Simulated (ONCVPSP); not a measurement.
**Sn: from the effect back to the setting (ONCV)**

Base potential:

| Property | Result |
| --- | --- |
| Element | tin |
| Generator | ONCVPSP 4.0.1 |
| Type | optimised norm-conserving Vanderbilt (ONCV) |
| Functional | PBEsol |
| Relativity | scalar-relativistic |
| Frozen core | [Ar] 3d10 |
| Valence charge | 22 |
| Reference configuration | 4s2 4p6 4d10 5s2 5p2 |
| Partial waves | 4s+5s: rc 1.45 bohr, ncon 4, nbas 9, qcut 7.7 1/bohr, 2 projectors; 4p+5p: rc 1.35 bohr, ncon 4, nbas 7, qcut 8.6 1/bohr, 2 projectors; 4d: rc 1.65 bohr, ncon 4, nbas 8, qcut 9.6 1/bohr, 2 projectors, debl 1.3 Ha |
| Local potential | polynomial inside 1.00 bohr (lpopt 5, dvloc0 3 Ha) |
| Core correction | none |

Cutoffs, loose and tight: the cutoffs (Ha) at which the residual kinetic energy of the hardest occupied pseudo-wave falls to 1 and 0.1 mHa per electron. They do not see the model core or the augmentation charge, which bear on the density cutoff. Test errors are all-electron minus pseudo excitation energies from the reference, over the configurations 4s2 4p6 4d10 5s2 5p1; 4s2 4p6 4d10 5s2 5p0; 4s2 4p6 4d10 5s1 5p0; 4s2 4p6 4d10 5s0 5p0; variants that change the core or the reference have their own tests. The largest error is taken over the tests solved by every variant that gives reliable tests at all, those not shown here included: 4s2 4p6 4d10 5s1 5p0; 4s2 4p6 4d10 5s2 5p0; 4s2 4p6 4d10 5s2 5p1.

Only the scale of all radii (base = 1) is moved:

```csv
scale of all radii (base = 1),"cutoff, loose","cutoff, tight",bound ghosts,largest test error (meV)
0.8,68 Ha,169 Ha,none,-10
0.87,37 Ha,99 Ha,none,-11
1.01,34 Ha,39 Ha,none,-13 over the solved tests; 1 of 4 tests not solved or not reliable
1.08,32 Ha,37 Ha,none,-14
1.31,27 Ha,31 Ha,none,-17
```

Q: One more run gave cutoff, loose: 30 Ha; cutoff, tight: 34 Ha; bound ghosts: none; largest test error (meV): -16. Which value of the scale of all radii (base = 1) was used?

A: 1.2. The loose cutoff moves one way along this sweep, from 68 Ha at 0.8 to 27 Ha at 1.31, which places the run between 1.08 and 1.31.
